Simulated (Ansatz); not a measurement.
System: C4H10N (charge 0, doublet). It need not be the lowest isomer of its formula. SMILES: [CH2]CNCC
Structure (B3LYP-D3(BJ)/def2-TZVP (Ansatz, a first-principles code) minimum search):
```
N
H 1 1.0126
C 1 1.4583 2 108.65
H 3 1.1010 1 107.81 2 -174.73
H 3 1.1060 4 105.01 1 120.16
C 1 1.4601 2 109.69 3 125.97
H 6 1.0921 1 107.26 2 41.67
H 6 1.1036 7 106.77 1 120.12
C 3 1.4805 4 109.59 5 118.07
H 9 1.0807 3 120.61 4 -81.49
H 9 1.0814 10 118.98 3 -170.07
C 6 1.5238 7 109.01 8 117.88
H 12 1.0909 6 110.29 7 62.81
H 12 1.0912 13 108.08 6 -122.49
H 12 1.0918 13 108.72 14 -116.33
```
Charge 0, spin multiplicity 2.

Computed values are from Ansatz. Cores are frozen in the correlated levels unless marked. UHF or UKS for open shells. Spin-orbit coupling is left out. No relativistic terms. Basis-set limits of correlation are two-point, X^-3; Hartree-Fock from the larger set.

```yaml
atomisation energy De: 5648.3 kJ/mol at CCSD(T)/CBS(cc-pVTZ,cc-pVQZ)
total_energy: -212.8387 Eh at CCSD(T)/CBS(cc-pVTZ,cc-pVQZ)
dipole_moment: 0.95 D at CCSD(T)/aug-cc-pVDZ
T1 diagnostic: 0.011 at CCSD/cc-pVQZ
```
